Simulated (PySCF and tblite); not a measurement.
The numbers below are computed, except where a source is named.
C₅H₆O₂, numbered as in [CH2:1]=[CH:2][O:3][C:4](=[O:5])[CH:6]=[CH2:7].

Free energies: B3LYP-D3(BJ)/def2-TZVP (IEF-PCM, chloroform) on PBE0-D3(BJ)/def2-SVP structures plus GFN2-xTB thermal terms, symmetry and mirror images included. Conformers within 3 kcal/mol (GFN2-xTB free energy) were kept, 8 at most. GIAO shieldings: WP04/pcSseg-1 (IEF-PCM, chloroform). Shifts are against TMS (¹H), TMS (¹³C) at the same level. Run with PySCF (density fitting) and tblite.

Torsions listed: C1–C2–O3–C4, C2–O3–C4–O5, O3–C4–C6–C7.

```tsv
conformer	shape	symmetry	E(GFN2) kcal/mol	E(DFT) kcal/mol
1	179°, -1°, -179°	Cs	0.00	0.00
2	180°, 0°, 1°	Cs	0.68	0.40
3	1°, 0°, 180°	Cs	1.34	3.31
4	0°, 0°, 0°	Cs	2.06	3.74
```

Q: How much do the weights at 298.15 K and the averaged shift of C4 depend on how the conformers are weighted?

A: 
```tsv
weighting	1 (%)	2 (%)	3 (%)	4 (%)	δ (ppm)	rms dipole (D)
DFT energy with thermal terms, symmetry and mirror images (full scheme)	62	37	0	0	168.2	2.39
DFT energy with symmetry and mirror images	66	34	0	0	168.3	2.37
bare DFT energy	66	34	0	0	168.3	2.37
GFN2-xTB energy with symmetry and mirror images	69	22	7	2	168.7	2.31
GFN2-xTB free energy	67	25	6	2	168.6	2.33
leading conformer alone	100	0	0	0	168.9	2.10
equal weights	25	25	25	25	169.4	2.58
full scheme, search stopped after three starts	99	0	0	0	168.9	2.10
```

The largest departure from the full scheme, 1.3 ppm, comes with: equal weights.
